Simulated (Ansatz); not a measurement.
`B[SiH](F)BO`. Total charge 0; spin multiplicity 1. The structure was optimised at the PBE0-D4/def2-TZVP level. It is one conformer, not always the lowest.

```xyz
10

B    -0.732    0.991   -1.309
Si   -0.439    0.552    0.609
F    -0.181    1.827    1.558
B     1.119   -0.762    0.744
O     1.102   -1.965    0.133
H    -0.988    0.079   -2.046
H    -0.622    2.076   -1.796
H    -1.676   -0.130    1.108
H     2.113   -0.506    1.364
H     0.304   -2.163   -0.365
```

Task: What is the dipole moment at r2SCAN/def2-TZVPP? (Best estimate.)

Result: The calculation gave: 2.22 D, with components (-0.97, -1.39, -1.44) D in this frame, pointing from negative to positive charge.

Task: And with PBE, B3LYP, ωB97M-V? (Best estimate.)

Result: The calculation gave: PBE 2.20 D, B3LYP 2.24 D, ωB97M-V 2.26 D.

Task: Give the Mulliken charges with r2SCAN, PBE, ωB97M-V in def2-TZVPP. (An estimate is asked.)

Result: Ansatz gave: 
| atom | r2SCAN | PBE | ωB97M-V |
| --- | --- | --- | --- |
| B1 | -0.10 | -0.11 | -0.21 |
| Si2 | 0.48 | 0.36 | 0.38 |
| F3 | -0.34 | -0.29 | -0.33 |
| B4 | 0.06 | 0.02 | -0.02 |
| O5 | -0.26 | -0.19 | -0.22 |
| H6 | 0.00 | 0.02 | 0.08 |
| H7 | 0.03 | 0.05 | 0.10 |
| H8 | -0.10 | -0.09 | -0.05 |
| H9 | 0.00 | 0.01 | 0.07 |
| H10 | 0.22 | 0.21 | 0.20 |

B3LYP here is the variant with VWN-RPA as its local correlation; programs differ in this.
